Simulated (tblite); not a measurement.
Compound: C₂H₁₀N₃PSi.
Numbering: `[CH2:1]=[N:2][Si@:3]([NH2:4])([PH2:5])[NH:6][CH3:7]` (hydrogens: H8, H9 on C1; H10, H11 on N4; H12, H13 on P5; H14 on N6; H15, H16, H17 on C7)

Computed geometry: GFN2-xTB, gas phase.

(1) What internal coordinates does the optimisation give?

Results:

(1) 
| bond | length (Å) |
| --- | --- |
| C1=N2 | 1.247 |
| N2–Si3 | 1.748 |
| Si3–N4 | 1.725 |
| Si3–P5 | 2.256 |
| Si3–N6 | 1.730 |
| N6–C7 | 1.444 |
| C1–H8 | 1.099 |
| C1–H9 | 1.086 |
| N4–H10, N4–H11 | 1.006 |
| P5–H12, P5–H13 | 1.381 |
| N6–H14 | 1.009 |
| C7–H15, C7–H16, C7–H17 | 1.093 |

Bonds in one row agree within 0.01 Å and their mean is given. A selection of angles:
| angle | degrees |
| --- | --- |
| N2–C1–H8 | 124.1 |
| N2–C1–H9 | 119.6 |
| H8–C1–H9 | 116.4 |
| C1–N2–Si3 | 126.1 |
| N2–Si3–N4 | 102.5 |
| N2–Si3–P5 | 110.3 |
| N2–Si3–N6 | 111.6 |
| N4–Si3–P5 | 114.2 |
| N4–Si3–N6 | 112.8 |
| P5–Si3–N6 | 105.6 |
| Si3–N4–H10 | 118.2 |
| H10–N4–H11 | 110.3 |
| Si3–P5–H12 | 95.2 |
| Si3–P5–H13 | 94.2 |
| H12–P5–H13 | 92.3 |
| Si3–N6–C7 | 123.2 |
| Si3–N6–H14 | 116.2 |
| C7–N6–H14 | 111.6 |
| N6–C7–H15 | 108.5 |
| N6–C7–H16 | 112.7 |
| N6–C7–H17 | 109.8 |
| H15–C7–H16 | 108.3 |
| H15–C7–H17 | 108.7 |

Dihedral angles: C1–N2–Si3–N4 130° (anticlinal); N2–Si3–N6–C7 80° (synclinal).

N4 (silicon-bound nitrogen) is pyramidal (angles 118.2°, 117.0° and 110.3°, sum 345.4°, 0.26 Å off the plane of its three neighbours). Of the pairs four or more bonds apart, P5···H15 is among the closest relative to their van der Waals radii: 2.75 Å, 92 % of the sum of Bondi's values. P5 (three-coordinate phosphorus) is pyramidal (angles 95.2°, 94.2° and 92.3°, sum 281.7°, 0.84 Å off the plane of its three neighbours). Si3 (four-coordinate silicon) is distorted tetrahedral (angles from 102.5° to 114.2°). The 2 C–N bonds span 1.247 Å (C1=N2, drawn double) to 1.444 Å (N6–C7, drawn single), a spread of 0.197 Å. The N–Si distances run from 1.725 Å (Si3–N4, drawn single) to 1.748 Å (N2–Si3, drawn single), a spread of 0.023 Å. N6 (silicon-bound nitrogen) has angles 123.2°, 116.2° and 111.6°, sum 351.0°, 0.23 Å off the plane of its three neighbours.

Point group: C1 (no symmetry element, even within 0.4 Å). Its GFN2-xTB frequencies are all real (lowest 54 cm⁻¹). The numbers are those of one conformer (C1–N2–Si3–N4 130°, N2–Si3–N4–H 173° and 38°, N2–Si3–P5–H 173° and 80°, N2–Si3–N6–C7 80°). 3 starts were optimised and ended at 0.00, 0.53 and 1.42 kcal/mol (GFN2-xTB); the lowest of these is shown.
